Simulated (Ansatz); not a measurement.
CH6OSSi can be A, `[SiH3]OCS`, or B, `OCS[SiH3]`.

Computed with Ansatz on PBE0-D4/def2-TZVP structures; ΔE is electronic, products minus reactants. CCSD(T)/CBS adds triple-zeta CCSD(T) − MP2 to the extrapolated MP2 energy (def2 sets, frozen cores). Functionals use def2-TZVPP. One conformer a species, not always the lowest.

**Question.** Which is lower in electronic energy at CCSD(T)/CBS, and by how much? (An estimate is asked.)

**Answer.** The calculation gave: A, by 6.3 kcal/mol.

**Question.** Give E(B) − E(A) in kcal/mol with B2PLYP, PBE0-D4, r2SCAN-D4, BLYP-D4, ωB97M-V, LDA (SPW92), CCSD(T)/def2-SVP. (Estimate.)

**Answer.** Ansatz gave: B2PLYP 7.6, PBE0-D4 3.7, r2SCAN-D4 5.0, BLYP-D4 6.2, ωB97M-V 6.5, LDA (SPW92) 3.7, CCSD(T)/def2-SVP 6.9. None reverses the order clearly.

**Question.** Does the order hold for the free energy at 298.15 K (harmonic terms from PBE0-D4)? (Best estimate.)

**Answer.** The calculation gave: Yes: G(B) − G(A) = +8.2 kcal/mol, for one conformer each. Modes under 60 cm⁻¹, often nearly free rotors, make the harmonic entropy too high.

Largest T1 diagnostic: 0.012.

Leaving LDA and LC-ωPBE aside and taking each functional with its dispersion term where it has one, the values, not all of them listed here, spread over 5.9 kcal/mol, from revPBE-D4 to CAM-B3LYP-D4. From PBE to PBE0 (25 % exact exchange), in def2-TZVPP and without D4, E(B) − E(A) moves by +0.9 kcal/mol.
